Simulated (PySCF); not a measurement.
CaCl, multiplicity 2. Atoms are numbered in the order given.

```xyz
2

Ca     0.0000     0.0000    -1.1178
Cl     0.0000     0.0000     1.3150
```
Charge 0, spin multiplicity 2.

Geometry: PBE0-D3(BJ)/def2-TZVPD. The multiplicity is an assumed one; other spin states were not compared.

These are M06-2X/def2-TZVPD in PySCF values and carry that method's errors.

Gas-phase values at a fixed geometry.

| Quantity | Value |
|---|---|
| total energy | -1137.84530 hartree |
| point group | C∞v |
| α spin, highest occupied and lowest empty level | -5.18 and -0.66 eV |
| β spin, highest occupied and lowest empty level | -9.32 and -4.86 eV |
| dipole moment | 4.46 D |
| mean static polarisability | 110.2 bohr³ (16.33 Å³) |
| polarisability, principal values | 103.5, 113.5, 113.5 bohr³ |
| ⟨S²⟩ | 0.751 (pure state 0.75) |
